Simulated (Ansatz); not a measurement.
A CCSD(T) single point on `CC(C)[O][InH][F]`.

```yaml
crystal:
  periodic: [false, false, false]
  atoms:
    - {symbol: C, position_ang: [-0.347854, 1.499382, 0.230327]}
    - {symbol: C, position_ang: [-0.656966, 0.215090, -0.517530]}
    - {symbol: C, position_ang: [-1.243950, -0.843769, 0.398156]}
    - {symbol: O, position_ang: [0.472226, -0.265798, -1.209291]}
    - {symbol: In, position_ang: [2.124817, -0.838412, -0.310059]}
    - {symbol: F, position_ang: [3.312091, -1.382781, -1.754177]}
    - {symbol: H, position_ang: [0.089236, 2.236606, -0.445840]}
    - {symbol: H, position_ang: [-1.247404, 1.930623, 0.676949]}
    - {symbol: H, position_ang: [0.362864, 1.308788, 1.044802]}
    - {symbol: H, position_ang: [-1.399041, 0.443184, -1.295735]}
    - {symbol: H, position_ang: [-2.180104, -0.508331, 0.851731]}
    - {symbol: H, position_ang: [-1.440087, -1.761592, -0.159448]}
    - {symbol: H, position_ang: [-0.548513, -1.074159, 1.215502]}
    - {symbol: H, position_ang: [2.702674, -0.958820, 1.274604]}
basis:
  gaussian: {orbitals: def2-TZVPP}
correlation: {method: ccsd_t}
```

```sh
$ ansatz run in.yaml --threads 2 --pin off --events-out ev --progress --plain --max-ram 32768MiB --backend cuda --devices 0, --max-vram 18GiB
```

Log, shortened:

```
Functional definition: HF
2074 factors; integrals over basis functions are off by at most 8.2e-4 eV
mean field evaluation 1: about -13106.6736 eV, gradient 5.7e1 eV
mean field evaluation 2: about -13106.8713 eV, gradient 5.7e1 eV
mean field evaluation 4: about -13113.7230 eV, gradient 5.5e0 eV
mean field evaluation 8: about -13113.8294 eV, gradient 5.3e-1 eV
mean field evaluation 16: about -13113.8302 eV, gradient 1.1e-6 eV
mean field -13113.83022427 eV, -481.9243718686 hartree, gradient 1.1e-6 eV, S^2 0.000000; 0 other end points of the search recorded, 0 dependent functions left out
9 core orbitals not correlated: weight in the atoms' cores, before any rotation towards them, 1.000 or more for the frozen orbitals, at most 0.000 for the correlated occupied ones
reference -13113.83022427 eV, -481.9243718686 hartree; 23, 23 occupied and 285, 285 virtual orbitals, 2074 factors
second order -35.55083811 eV of doubles, -0.00000000 eV of singles
cycle   1  -35.29801637 eV  change    2.5e-1 eV  update   1.5e-1
cycle   2  -36.13229283 eV  change   -8.3e-1 eV  update   4.9e-2
cycle   3  -36.36676672 eV  change   -2.3e-1 eV  update   2.9e-2
cycle   4  -36.35878544 eV  change    8.0e-3 eV  update   8.7e-3
cycle   5  -36.34986107 eV  change    8.9e-3 eV  update   4.3e-3
cycle   6  -36.35142727 eV  change   -1.6e-3 eV  update   1.6e-3
cycle   7  -36.35150264 eV  change   -7.5e-5 eV  update   7.0e-4
cycle   8  -36.35118569 eV  change    3.2e-4 eV  update   2.3e-4
cycle   9  -36.35127761 eV  change   -9.2e-5 eV  update   9.1e-5
cycle  10  -36.35136353 eV  change   -8.6e-5 eV  update   3.1e-5
cycle  11  -36.35131745 eV  change    4.6e-5 eV  update   1.4e-5
perturbative correction -1.30588825 eV, -0.0479905082 hartree
Total energy: -13151.48742998 eV, -483.3082486533 hartree
```

Hardware: 2 threads of an AMD EPYC 7R13 on a shared host and a share of an NVIDIA H100 80 GB. Wall time 13 s, peak host memory 1.4 GiB.

MP2 recovers 94.4 % of the CCSD(T) correlation energy and the triples give 3.5 %; T1 = 0.0156.
